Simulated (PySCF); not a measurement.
## Nuclear quadrupole coupling in `O=C1C=COC(F)(F)O1`

C₄H₂F₂O₃.
Cartesian coordinates in Å at the GFN2-xTB level; atoms count from 1:
```xyz
11
C4H2F2O3 angstrom
O      0.791    2.464   -0.084
C      0.458    1.325   -0.058
C      1.306    0.148    0.093
C      0.781   -1.065   -0.087
O     -0.541   -1.278   -0.299
C     -1.361   -0.218   -0.031
F     -2.483   -0.396   -0.732
F     -1.738   -0.308    1.279
O     -0.895    1.017   -0.277
H      2.354    0.306    0.268
H      1.334   -1.993   -0.099
```

Field gradients from the PBE0/pcSseg-1 density (PySCF, non-relativistic), principal values in atomic units, ordered |Vxx| ≤ |Vyy| ≤ |Vzz|:

```
atom      Vxx      Vyy      Vzz
  O1   0.5630   1.0705  -1.6335
  O5  -0.2947  -1.4665   1.7612
  O9  -0.3982  -1.3794   1.7776
```

Q: Find the asymmetry η = (Vxx − Vyy)/Vzz and the couplings χ = eQV/h (234.96 MHz × Q in barn × V in au), with Q(17O) = −0.0256 b.

A: 
```
atom                 environment  nucleus     η  χzz (MHz)  χxx (MHz)  χyy (MHz)
  O1       ester carbonyl oxygen      17O  0.31       9.83      -3.39      -6.44
  O5         cyclic ether oxygen      17O  0.67     -10.59       1.77       8.82
  O9  ester single-bonded oxygen      17O  0.55     -10.69       2.40       8.30
```

The tensor is traceless: Vxx + Vyy + Vzz = 0.

Q: What is Vzz at O5 in SI units (1 au = 9.71736 × 10²¹ V/m²)?

A: 1.7612 au = 17.114 × 10²¹ V/m².

Q: And the gradient at the other heavy atoms, for which no coupling is worked out here?

A: 
| atom | environment | Vzz (au) | η |
| --- | --- | --- | --- |
| C2 | ester carbonyl carbon | -0.448 | 0.34 |
| C3 | alkene CH carbon | -0.137 | 0.86 |
| C4 | vinylic carbon bearing oxygen | -0.472 | 0.11 |
| C6 | CF2 carbon | 0.113 | 0.71 |
| F7 | fluorine of a CF2 group | 3.066 | 0.01 |
| F8 | fluorine of a CF2 group | 2.946 | 0.05 |

Were the hydrogens deuterons (Q(2H) = 0.00286 b), χzz would run from 212 kHz (H11) to 225 kHz (H10).

The structure is a single GFN2-xTB conformer in the gas phase; no vibrational or solvent corrections. GFN2-xTB bond lengths can be off by several hundredths of an ångström, more for odd bonds, and the gradients follow them. A larger basis could move these couplings by a tenth or more.
